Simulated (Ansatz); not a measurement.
Start from `[SiH3][SiH]1CS1` and change one atom or group to get `C[SiH]1CS1`.

Ansatz, PBE0-D4/def2-TZVP geometries, multiplicity 1. 

```tsv
property	`[SiH3][SiH]1CS1`
size of the dipole moment (PBE/def2-TZVPP) / D	1.62
LUMO energy (PBE/def2-TZVPP) / eV	-1.63
size of the dipole moment (ωB97M-V/def2-TZVPP) / D	1.83
HOMO energy (PBE0/def2-TZVPP) / eV	-6.86
ideal-gas entropy at 298 K and 1 bar (rigid rotor, harmonic PBE0-D4/def2-TZVP) / J/(mol·K)	341
HOMO–LUMO gap (ωB97M-V/def2-TZVPP) / eV	9.96
```

Question: What does the change do to each property? (Best estimate.)

Answer: The calculation gave: 
```json
{"property": "size of the dipole moment (PBE/def2-TZVPP) / D", "`C[SiH]1CS1`": "2.25", "shift": "0.63"}
{"property": "LUMO energy (PBE/def2-TZVPP) / eV", "`C[SiH]1CS1`": "-0.64", "shift": "0.99"}
{"property": "size of the dipole moment (ωB97M-V/def2-TZVPP) / D", "`C[SiH]1CS1`": "2.39", "shift": "0.56"}
{"property": "HOMO energy (PBE0/def2-TZVPP) / eV", "`C[SiH]1CS1`": "-6.77", "shift": "0.09"}
{"property": "ideal-gas entropy at 298 K and 1 bar (rigid rotor, harmonic PBE0-D4/def2-TZVP) / J/(mol·K)", "`C[SiH]1CS1`": "316", "shift": "-25"}
{"property": "HOMO–LUMO gap (ωB97M-V/def2-TZVPP) / eV", "`C[SiH]1CS1`": "10.88", "shift": "0.92"}
```

With PBE0 the HOMO rises by 0.09 eV and the LUMO rises by 1.03 eV, so the gap widens by about 0.94 eV. PBE moves the HOMO by 0.13 eV and ωB97M-V by 0.06 eV. Dipoles are sizes alone; their direction can turn.
